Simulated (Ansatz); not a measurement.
Ansatz (a quantum-chemistry and plane-wave program) input (CCSD(T)/def2-SVPD):

Ansatz 0.2 input:
```yaml
crystal:
  periodic: [false, false, false]
  atoms:
    - {symbol: Mo, position_ang: [0.00249609, 0.01135864, -0.05004993]}
    - {symbol: H, position_ang: [0.71690290, 1.37100486, -0.71798666]}
    - {symbol: H, position_ang: [-0.80024240, 0.24085588, 1.36769233]}
    - {symbol: H, position_ang: [0.77506811, -0.64729246, 1.24469420]}
    - {symbol: H, position_ang: [-1.63468982, -0.02373809, 0.20038558]}
    - {symbol: H, position_ang: [0.83812564, -1.41789303, 0.00731147]}
basis:
  gaussian:
    orbitals: def2-SVPD
total_charge: 1
magnetization: {spin_polarized: false}
correlation: {method: ccsd_t, electrons: outside_noble_gas}
output: {forces: true}
```

End of the output:

```
cycle  11  -7.11860750 eV  change   -1.0e-5 eV  update   3.3e-5
cycle  12  -7.11861210 eV  change   -4.6e-6 eV  update   1.7e-5
cycle  13  -7.11859232 eV  change    2.0e-5 eV  update   7.4e-6
cycle  14  -7.11859027 eV  change    2.0e-6 eV  update   2.3e-6
cycle  15  -7.11859228 eV  change   -2.0e-6 eV  update   9.1e-7
perturbative correction -0.28920429 eV, -0.0106280616 hartree
the calculation of the forces begins
Total energy: -1910.69222829 eV, -70.2166442760 hartree
Atom 0 at     0.002496     0.011359    -0.050050 Å, force     0.010144     0.045791    -0.200732 eV/Å
Atom 1 at     0.716903     1.371005    -0.717987 Å, force     0.040627     0.077985    -0.042783 eV/Å
Atom 2 at    -0.800242     0.240856     1.367692 Å, force    -0.054562    -0.041080     0.032699 eV/Å
Atom 3 at     0.775068    -0.647292     1.244694 Å, force    -0.003269    -0.069998     0.028694 eV/Å
Atom 4 at    -1.634690    -0.023738     0.200386 Å, force    -0.033547     0.014555     0.093956 eV/Å
Atom 5 at     0.838126    -1.417893     0.007311 Å, force     0.040608    -0.027253     0.088166 eV/Å
Dipole moment:    -0.022368    -0.009504    -0.217846 e Å
```

The spin state was set by rule; other spins were not relaxed.
